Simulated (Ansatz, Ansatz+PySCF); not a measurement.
```yaml
atoms:
  - { symbol: C, position_ang: [-0.4469, 0.0277, -0.5945] }
  - { symbol: C, position_ang: [0.7338, -0.3900, -0.1136] }
  - { symbol: C, position_ang: [-0.2910, 0.2536, 0.7462] }
  - { symbol: H, position_ang: [-0.9559, 0.5181, -1.4788] }
  - { symbol: H, position_ang: [1.7632, -0.1820, -0.4400] }
  - { symbol: H, position_ang: [-0.0071, 1.1684, 1.3483] }
```

Basis set: def2-SVP (spherical functions). Frozen core: 3 orbitals. Charge 0, multiplicity 2.

Computed with Ansatz (development build ahead of 0.2.0); each method stands on the lowest determinant of its kind that the runs found.

**Question.** Give the atomization energy at this shape (free ground-state atoms in the same class of orbitals less the molecule, no zero-point energy) of doublet C3H3 by UHF-MP2, UHF.

**Answer.**

```csv
method,atomization energy
UHF-MP2,23.38 eV
UHF,17.82 eV
```

Caution: the shape is not the minimum; the unrestricted determinant is spin contaminated.
